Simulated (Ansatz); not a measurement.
Input and output for `Sc1ccc(-c2ccc(-c3ccc(S)s3)s2)s1`.

```yaml
crystal:
  periodic: [false, false, false]
  atoms:
    - {symbol: S, position_ang: [-6.333110, 1.085127, -2.398831]}
    - {symbol: C, position_ang: [-4.885055, 0.564996, -1.536982]}
    - {symbol: C, position_ang: [-4.741549, -0.325615, -0.480555]}
    - {symbol: C, position_ang: [-3.390008, -0.473763, -0.066915]}
    - {symbol: C, position_ang: [-2.488917, 0.297378, -0.796404]}
    - {symbol: C, position_ang: [-1.057086, 0.409221, -0.667557]}
    - {symbol: C, position_ang: [-0.158792, 1.183534, -1.403030]}
    - {symbol: C, position_ang: [1.186749, 1.036318, -0.988668]}
    - {symbol: C, position_ang: [1.349829, 0.145785, 0.073450]}
    - {symbol: C, position_ang: [2.555327, -0.253938, 0.755864]}
    - {symbol: C, position_ang: [2.726861, -1.141245, 1.816008]}
    - {symbol: C, position_ang: [4.077159, -1.289861, 2.233252]}
    - {symbol: C, position_ang: [4.956428, -0.510945, 1.492425]}
    - {symbol: S, position_ang: [6.702534, -0.429657, 1.715968]}
    - {symbol: S, position_ang: [4.112284, 0.406816, 0.272640]}
    - {symbol: S, position_ang: [-0.202624, -0.511393, 0.556330]}
    - {symbol: S, position_ang: [-3.343381, 1.224070, -2.023113]}
    - {symbol: H, position_ang: [-7.182649, 0.315590, -1.663874]}
    - {symbol: H, position_ang: [-5.587451, -0.854498, -0.020544]}
    - {symbol: H, position_ang: [-3.073505, -1.133580, 0.753315]}
    - {symbol: H, position_ang: [-0.478666, 1.840962, -2.223690]}
    - {symbol: H, position_ang: [2.031297, 1.566501, -1.450980]}
    - {symbol: H, position_ang: [1.884451, -1.673748, 2.279748]}
    - {symbol: H, position_ang: [4.400428, -1.946031, 3.052543]}
    - {symbol: H, position_ang: [6.939468, 0.467958, 0.719599]}
basis:
  gaussian: {orbitals: aug-cc-pVDZ, fitting: {mean_field: def2-universal-jkfit}}
hamiltonian: {xc: {name: wB97X}}
```

```sh
$ ansatz run in.yaml --threads 2 --pin off --events-out ev --progress --plain --max-ram 32768MiB --backend cuda --devices 0, --max-vram 18GiB
```

It prints (some lines left out):

```
Functional definition: wB97X
1684 factors; integrals over basis functions are off by at most 3.4e-1 eV
1684 factors; integrals over basis functions are off by at most 1.0e-4 eV
mean field evaluation 1: about -66732.3948 eV, gradient 7.5e1 eV
mean field evaluation 2: about -66735.3558 eV, gradient 7.0e1 eV
mean field evaluation 4: about -66748.1012 eV, gradient 5.2e0 eV
mean field evaluation 8: about -66748.1864 eV, gradient 2.3e-1 eV
mean field evaluation 16: about -66748.1868 eV, gradient 3.2e-4 eV
mean field -66748.18677905 eV, -2452.9506205842 hartree, gradient 5.8e-5 eV, S^2 0.000000; 0 other end points of the search recorded, 0 dependent functions left out
reference -66748.18664958 eV, -2452.9506158263 hartree; 80, 80 occupied and 403, 403 virtual orbitals, 1684 factors
Total energy: -66748.18664958 eV, -2452.9506158263 hartree
```

It took 10 s on 2 threads of AMD EPYC 7R13 on a shared host and a share (18 GiB) of an NVIDIA H100 80GB HBM3, peak host memory 1.1 GiB.
